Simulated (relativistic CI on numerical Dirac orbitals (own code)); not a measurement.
What each ingredient does to the levels of Pb XXVIII

Base calculation: Dirac-Coulomb-Breit CI, KLI orbitals optimised for each configuration, model QED (radiative potential, 1s self-energy scaled to tabulated hydrogen-like ionisation energies), unscaled Slater integrals.

Configuration list (outside the closed core [Ar] 3d10): 4s2 4p6 4d10 4f9, 4s2 4p6 4d10 4f8 5s, 4s2 4p6 4d9 4f10, 4s2 4p6 4d10 4f7 5s2, 4s2 4p6 4d10 4f8 5p, 4s2 4p6 4d8 4f11, 4s2 4p6 4d10 4f8 5d, 4s2 4p5 4d10 4f10, 4s2 4p6 4d10 4f8 6s, 4p6 4d10 4f11. Levels of other configurations are missing.

Variants: (1) only the first 3 configurations. Shifts of the energy above 4s2 4p6 4d10 4f9 6H°_15/2, in cm⁻¹, for the lowest level and the first level of each name with at least 55 % of one term (blank where a level changes its place among those of its configuration and J or its character, or is not in the variant):

| Level | Base | Δ(1) |
| --- | --- | --- |
| 4s2 4p6 4d10 4f9 6H°_15/2 | 0.0 | 0.0 |
| 4s2 4p6 4d10 4f9 6H°_13/2 | 31752.1 | -296.0 |
| 4s2 4p6 4d10 4f9 4M°_21/2 | 77555.1 | -3462.3 |
| 4s2 4p6 4d10 4f9 4M°_17/2 | 114031.5 | -2088.8 |
| 4s2 4p6 4d10 4f9 4M°_19/2 | 117778.7 | -3026.0 |
| 4s2 4p6 4d10 4f9 4P°_1/2 | 117965.7 | +3532.0 |

At this charge energies of transitions that change n are usually good to better than 1 %, and those within a shell (Δn = 0) to a few per cent. Terms inside the open d or f shell come out 10 to 20 % too wide with unscaled integrals.

Ionisation energy from the two ground configurations alone: base 927.03 eV. The NIST ASD value (theoretical) is 930 eV.

LS names give the leading component of a level, which can be under half, so a name can repeat, a term be missing and a line seem to break the LS rules.
